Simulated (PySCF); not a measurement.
## SnO: one state, many levels of theory

State: ¹Σ⁺ (singlet), closed shell. Set-up: basis Sn def2-TZVPPD with ECP28, O def2-TZVPPD; scalar-relativistic core potentials; PySCF 2.14. De refers to Sn + O in their high-spin ground configurations, without counterpoise correction. A positive dipole means Sn(−)O(+).

```tsv
Level	Re (Å)	ωe (cm⁻¹)	De (eV)	μ (D)
RHF	1.786	967	1.77	-5.09
RHF-MP2	1.848	802	6.21	n/a
RHF-SCS-MP2	1.844	813	5.93	n/a
RHF-CCSD	1.818	879	5.06	n/a
RHF-CCSD(T)	1.839	819	5.57	n/a
LDA	1.826	837	7.27	-4.00
PBE	1.848	803	6.19	-4.07
TPSS	1.843	818	5.81	-4.06
r²SCAN	1.829	847	5.68	-4.10
M06-L	1.839	829	5.90	-4.16
TPSSh	1.831	843	5.51	-4.18
PBE0	1.818	869	5.36	-4.36
MN15	1.814	885	5.51	-4.49
CAM-B3LYP	1.814	886	5.52	-4.56
```

Question: Which functional lies closest to RHF-CCSD(T) in De, which farthest, and by how much do they differ from it?

Answer: Closest is CAM-B3LYP (-2.5 pm in Re, +8.2 % in ωe, -0.05 eV in De against RHF-CCSD(T) in the same basis), farthest LDA (-1.3 pm in Re, +2.2 % in ωe, +1.70 eV in De). CCSD(T) converges more slowly with the basis than the functionals do and binds too weakly in this one, so the order can change at the basis-set limit.

Question: What does the gradient correction do here, going from LDA to PBE?

Answer: PBE less LDA: +2.2 pm in Re, -4.1 % in ωe, -1.08 eV in De. The gradient correction favours the more uneven density of free atoms, so it tends to lengthen bonds and takes away much of the overbinding of LDA; so it does here.

Question: What does second-order correlation do here, going from RHF to RHF-MP2?

Answer: RHF-MP2 less RHF: +6.2 pm in Re, -17.1 % in ωe, +4.44 eV in De. Correlation nearly always deepens the well. The bond lengthens, as in strong covalent bonds, where excitations into antibonding orbitals dominate.

Correlated steps freeze 5 core orbitals. These are scalar-relativistic numbers at best; spin–orbit coupling would shift them, the dissociation energy most. Where the molecule has an RHF reference, its open-shell atoms are computed with UHF. The CCSD T1 diagnostic is raised, a sign that a single reference may not be enough here.

The whole job (state search and all levels along the bond) took about 6.6 min on 2 threads of AMD EPYC 7R43 64-Core (shared host), peak memory 2.6 GiB.
